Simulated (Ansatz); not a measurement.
Frontier orbitals of `[F][AlH][NH]C[SiH3]`.

Charge 0, multiplicity 1. The geometry is a stationary point of PBE0-D4/def2-TZVP. It is one conformer, not always the lowest. Basis def2-TZVPP, Ansatz.

Orbital energies of one run (eV). Highest occupied ones, from the top: -8.06, -10.44, -10.84, -10.94, -11.41, -12.63, -13.37, -13.45, -13.80, -14.65, -15.46, -16.56, -20.71, -26.94. Empty: 0.40, 0.69, 1.44, 1.56, 2.25, 2.38.

Q: Which functional gave them?
A. r2SCANh
B. PBE
C. LC-ωPBE
D. BHLYP

A: D. HOMO energies: BHLYP -8.06, PBE -5.67, LC-ωPBE -9.60, r2SCANh -6.35 eV.

LC-ωPBE has ω = 0.4 bohr⁻¹.
